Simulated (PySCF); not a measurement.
WF5, SMILES [F][W+]([F])([F])([F])[F], charge +1, multiplicity 1.

The structure is a stationary point at B3LYP-D3(BJ)/def2-SVP. The multiplicity is an assumed one; no other spin state was optimised. The isomer is the one that the SMILES or the coordinates give; other isomers of the formula were not compared. The def2 effective core potentials stand for the cores of W; spin–orbit coupling is left out.

Calculation: TDDFT-PBE/def2-SVPD in PySCF.

Vertical excitations; the highest root listed may be one member of a degenerate set. The molecule is in vacuum. State labels are in the subgroup C2v.

Computed lowest excited states:
```
state  symmetry  energy (eV)  λ (nm)      f                                                main pairs
-----  --------  -----------  ------  -----  --------------------------------------------------------
S1           B1         5.42     229  0.000                        HOMO→LUMO 50 %, HOMO−1→LUMO+1 50 %
S2           B1         5.64     220  0.002    HOMO−1→LUMO+1, HOMO→LUMO, HOMO−2→LUMO (degenerate set)
S3           A1         5.64     220  0.002  HOMO−1→LUMO, HOMO→LUMO+1, HOMO−2→LUMO+1 (degenerate set)
S4           A2         5.79     214  0.000                      HOMO−3→LUMO 50 %, HOMO−4→LUMO+1 50 %
S5           B1         5.85     212  0.005                              HOMO−2→LUMO (degenerate set)
S6           A1         5.85     212  0.005                            HOMO−2→LUMO+1 (degenerate set)
S7           A2         5.96     208  0.000               HOMO−4→LUMO+1, HOMO−3→LUMO (degenerate set)
S8           B2         5.96     208  0.000               HOMO−4→LUMO, HOMO−3→LUMO+1 (degenerate set)
S9           A2         6.48     191  0.000                            HOMO−5→LUMO+1 (degenerate set)
S10          B2         6.48     191  0.000                              HOMO−5→LUMO (degenerate set)
T1           A1         5.00     248      0                        HOMO→LUMO+1 50 %, HOMO−1→LUMO 50 %
T2           A1         5.16     240      0                 HOMO−1→LUMO, HOMO→LUMO+1 (degenerate set)
T3           B1         5.16     240      0                 HOMO→LUMO, HOMO−1→LUMO+1 (degenerate set)
T4           B2         5.34     232      0                      HOMO−4→LUMO 49 %, HOMO−3→LUMO+1 49 %
```
Triplets are in the Tamm–Dancoff approximation, which puts them higher than full response would, so one can lie above its singlet here.
